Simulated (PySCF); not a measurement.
Computed with PBE0 in PySCF with Ta def2-TZVP with ECP60, O def2-TZVP, Br def2-TZVP; scalar-relativistic core potentials, no spin–orbit coupling; density-fitted integrals. Open shells, if any, are unrestricted.

Question: What shape and geometry does isolated singlet TaO₂Br take (every ligand bound to Ta)?

Answer: Formally Ta is in oxidation state +5, d0. The polar-tensor charge on Ta, 2.03, is far below the formal one. The lowest minimum found is a singlet of Cs symmetry with Ta–Br 2.467 Å, Ta–O 1.724 Å (×2); Br–Ta–O 110.6° (×2), O–Ta–O 106.4°. Its harmonic wavenumbers are 139 (a'), 157 (a''), 260 (a'), 351 (a'), 956 (a''), 1017 (a') cm⁻¹ and its dipole moment is 5.30 D.

Other isomers or separated fragments may lie lower. No spin–orbit coupling is included, which matters more the heavier the element.
